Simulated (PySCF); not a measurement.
VS₂: breathing scan

All numbers come from PySCF, UPBE0, basis V def2-SVP, S def2-SVP (no relativity, density fitting).

Rigid scan from the doublet minimum (V–S 2.019 Å (×2); S–V–S 112.6°). Coordinate: all bonds to the central atom scaled together. Energies in kJ/mol from the minimum.

Problem. Predict the curve at 0.88, 0.92, 0.96, 1.00, 1.04, 1.08, 1.14, 1.22, 1.35.

Solution. 
```
scale of all bonds to the centre  E (kJ/mol)  dipole size (D)  ⟨S²⟩
                            0.88       220.7             4.22  0.77
                            0.92        85.2             4.57  0.79
                            0.96        18.4             4.87  0.82
                            1.00         0.0             5.13  0.93
                            1.04        13.1             5.32  1.17
                            1.08        44.2             5.45  1.51
                            1.14       107.6             5.57  2.01
                            1.22       196.9             5.72  2.54
                            1.35       333.5             5.83  2.94
```

Spin contamination is strong at 1.04, 1.08, 1.14, 1.22, 1.35, so these points are less reliable.

With open d or f shells other occupations or spin states may lie lower.

Other isomers or separated fragments may lie lower.
